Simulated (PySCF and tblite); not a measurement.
The numbers below are computed, except where a source is named.
System: C6H11FO, numbered as in [CH3:1][O:2][C@@H:3]1[CH2:4][CH2:5][C@@H:6]([F:7])[CH2:8]1.

For the rotation about the C3–O2 bond (torsion C4–C3–O2–C1 from -165° to -81°, rising): electronic barrier 1.67 kcal/mol, zero-point change -0.15 kcal/mol, thermal and entropy terms at 298.15 K a further 0.53 kcal/mol (symmetry numbers apart). The minimum is C1, the saddle C1. Level: PBE0/pcSseg-1 + D3(BJ) on GFN2-xTB stationary points, with GFN2-xTB thermal terms. Rates follow Eyring's equation with the number of equivalent paths and no tunnelling. (PySCF 2.14 with density fitting, tblite 0.8.)

**Question.** How many equivalent paths lead out of the minimum?

**Answer.** 1: the symmetry number of the minimum is 1, that of the saddle displaced along its mode 1.

**Question.** Work out the rate at 298.15 K.

**Answer.** ΔG‡ = 2.05 kcal/mol; k_B T/h = 6.2×10¹² s⁻¹; exp(−ΔG‡/RT) = 0.031; times 1 gives k = 2×10¹¹ s⁻¹. Wigner's tunnelling factor for the 88i cm⁻¹ mode would be 1.01.

The barrier is low, and the GFN2-xTB saddle may lie off the DFT one, so take it as rough.
